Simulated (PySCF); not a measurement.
Compound: C10H8.
SMILES with atom numbers: `[CH2:1]=[C:2]1[CH:3]=[CH:4][c:5]2[cH:6][cH:7][cH:8][cH:9][c:10]21` (hydrogens: H11, H12 on C1; H13 on C3; H14 on C4; H15 on C6; H16 on C7; H17 on C8; H18 on C9)

The same species was optimised twice, with GFN2-xTB and with PBE0-D3(BJ)/def2-SVP (PySCF), and the same property calculations (PySCF, gas phase) were run on both structures.

| coordinate | GFN2-xTB | PBE0-D3(BJ)/def2-SVP | change |
| --- | --- | --- | --- |
| C7–C8 (Å) | 1.385 | 1.396 | +0.011 |
| C4–C5 (Å) | 1.454 | 1.465 | +0.011 |
| C2–C10 (Å) | 1.467 | 1.478 | +0.011 |
| C5–C6 (Å) | 1.381 | 1.392 | +0.011 |
| C3=C4 (Å) | 1.344 | 1.354 | +0.010 |
| C9–C10 (Å) | 1.378 | 1.388 | +0.010 |
| C1=C2 (Å) | 1.334 | 1.343 | +0.009 |
| C6–C7 (Å) | 1.390 | 1.398 | +0.008 |
| C8–C9 (Å) | 1.391 | 1.399 | +0.008 |
| C2–C3 (Å) | 1.461 | 1.469 | +0.008 |
| C5–C10 (Å) | 1.410 | 1.414 | +0.004 |
| C2–C3–C4 (°) | 109.9 | 109.6 | -0.3 |
| C8–C9–C10 (°) | 118.4 | 118.8 | +0.4 |
| C7–C8–C9 (°) | 121.0 | 120.6 | -0.4 |
| C3–C2–C10 (°) | 105.4 | 105.7 | +0.3 |
| C5–C6–C7 (°) | 118.4 | 118.6 | +0.2 |
| C1–C2–C10 (°) | 127.8 | 127.6 | -0.2 |
| C6–C5–C10 (°) | 120.6 | 120.5 | -0.1 |
| C6–C7–C8 (°) | 121.0 | 120.9 | -0.1 |

Rotational constants: A = 2776, B = 1316, C = 892.7 MHz (GFN2-xTB) against A = 2743, B = 1297, C = 880.5 MHz (PBE0-D3(BJ)/def2-SVP). Point groups within 0.08 Å: Cs and Cs.

On the GFN2-xTB structure: HOMO (eV) -6.37 [PBE0/pcSseg-1]; LUMO (eV) -1.84 [PBE0/pcSseg-1]; dipole (D) 0.52 [PBE0/pcSseg-1]; GIAO shielding of C1 (ppm) 64.4 [PBE0/pcSseg-1]; GIAO shielding of C2 (ppm) 31.6 [PBE0/pcSseg-1]; GIAO shielding of C3 (ppm) 50.4 [PBE0/pcSseg-1]; GIAO shielding of C4 (ppm) 46.0 [PBE0/pcSseg-1]; GIAO shielding of C5 (ppm) 37.9 [PBE0/pcSseg-1]; GIAO shielding of C6 (ppm) 60.9 [PBE0/pcSseg-1]; GIAO shielding of C7 (ppm) 53.2 [PBE0/pcSseg-1]; GIAO shielding of C8 (ppm) 56.4 [PBE0/pcSseg-1].

Task: What do these properties become on the PBE0-D3(BJ)/def2-SVP structure?

Result: 
```json
{"property": "HOMO (eV)", "level": "PBE0/pcSseg-1", "on GFN2-xTB": "-6.37", "on PBE0-D3(BJ)/def2-SVP": "-6.37", "change": "0.00"}
{"property": "LUMO (eV)", "level": "PBE0/pcSseg-1", "on GFN2-xTB": "-1.84", "on PBE0-D3(BJ)/def2-SVP": "-1.88", "change": "-0.04"}
{"property": "dipole (D)", "level": "PBE0/pcSseg-1", "on GFN2-xTB": "0.52", "on PBE0-D3(BJ)/def2-SVP": "0.52", "change": "0.00"}
{"property": "energy, GFN2-xTB geometry as zero (kcal/mol)", "level": "PBE0/pcSseg-1", "on GFN2-xTB": "0.0", "on PBE0-D3(BJ)/def2-SVP": "-0.3", "change": "-0.3"}
{"property": "GIAO shielding of C1 (ppm)", "level": "PBE0/pcSseg-1", "on GFN2-xTB": "64.4", "on PBE0-D3(BJ)/def2-SVP": "61.7", "change": "-2.7"}
{"property": "GIAO shielding of C2 (ppm)", "level": "PBE0/pcSseg-1", "on GFN2-xTB": "31.6", "on PBE0-D3(BJ)/def2-SVP": "29.4", "change": "-2.2"}
{"property": "GIAO shielding of C3 (ppm)", "level": "PBE0/pcSseg-1", "on GFN2-xTB": "50.4", "on PBE0-D3(BJ)/def2-SVP": "48.1", "change": "-2.3"}
{"property": "GIAO shielding of C4 (ppm)", "level": "PBE0/pcSseg-1", "on GFN2-xTB": "46.0", "on PBE0-D3(BJ)/def2-SVP": "43.2", "change": "-2.8"}
{"property": "GIAO shielding of C5 (ppm)", "level": "PBE0/pcSseg-1", "on GFN2-xTB": "37.9", "on PBE0-D3(BJ)/def2-SVP": "36.4", "change": "-1.5"}
{"property": "GIAO shielding of C6 (ppm)", "level": "PBE0/pcSseg-1", "on GFN2-xTB": "60.9", "on PBE0-D3(BJ)/def2-SVP": "58.5", "change": "-2.4"}
{"property": "GIAO shielding of C7 (ppm)", "level": "PBE0/pcSseg-1", "on GFN2-xTB": "53.2", "on PBE0-D3(BJ)/def2-SVP": "50.6", "change": "-2.6"}
{"property": "GIAO shielding of C8 (ppm)", "level": "PBE0/pcSseg-1", "on GFN2-xTB": "56.4", "on PBE0-D3(BJ)/def2-SVP": "53.8", "change": "-2.6"}
```

The heavy atoms differ by 0.014 Å rms after alignment. Among bonds between heavy atoms C2–C10, C3=C4, C4–C5, C5–C6, C7–C8 and C9–C10 change most and about equally (+0.010 to +0.011 Å). Changes are differences of the printed values. Neither structure is proved a minimum here.
